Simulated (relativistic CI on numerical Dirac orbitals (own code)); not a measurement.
W⁴⁸⁺: q coefficients and field-shift factors

Calculated at this level of theory: Dirac-Coulomb-Breit CI, orbitals from a KLI potential per configuration, derivatives by finite differences, unscaled Slater integrals, QED left out (own radial code, finite nucleus).

CI space (outside the closed core [Ne]): 3s²3p⁶3d⁸, 3s²3p⁵3d⁹, 3s²3p⁴3d¹⁰, 3s3p⁶3d⁹, 3p⁶3d¹⁰, 3s3p⁵3d¹⁰, 3s²3p⁶3d⁷4s, 3s²3p⁶3d⁷4p. Levels of other configurations are missing.

With x = (α/α₀)² − 1 an excitation energy changes as ω = ω₀ + qx; K = 2q/ω₀ is the relative enhancement. Terms are leading LS components, so labels can repeat. The field-shift factor is F = δν/δ⟨r²⟩ for the transition from the lowest level.

Lowest level 3s²3p⁶3d⁸ ³F4.

```csv
Level,ω₀ (cm⁻¹),q (cm⁻¹),K,F (GHz/fm²)
3s²3p⁶3d⁸ ¹D2,72837,2720,0.0747,-0.0119
3s²3p⁶3d⁸ ³P0,230876,23260,0.201,1.45
3s²3p⁶3d⁸ ³F3,524048,550200,2.1,14
3s²3p⁶3d⁸ ³P2,600710,554800,1.85,14.2
3s²3p⁶3d⁸ ³P1,643785,560000,1.74,14.6
3s²3p⁶3d⁸ ¹G4,645959,540200,1.67,14.5
3s²3p⁶3d⁸ ³F2,1105363,1.101e+06,1.99,27.8
3s²3p⁶3d⁸ ¹S0,1303706,1.103e+06,1.69,28.7
3s²3p⁵3d⁹ ³F°4,3455922,682600,0.395,39.3
3s²3p⁵3d⁹ ¹D°2,3537074,695500,0.393,38.8
3s²3p⁵3d⁹ ³D°3,3667075,711600,0.388,40.8
3s²3p⁵3d⁹ ¹P°1,3755409,711300,0.379,32.8
3s²3p⁵3d⁹ ³D°2,4109970,1.236e+06,0.601,53.4
```

At this charge energies of transitions that change n are usually good to better than 1 %, and those within a shell (Δn = 0) to a few per cent.
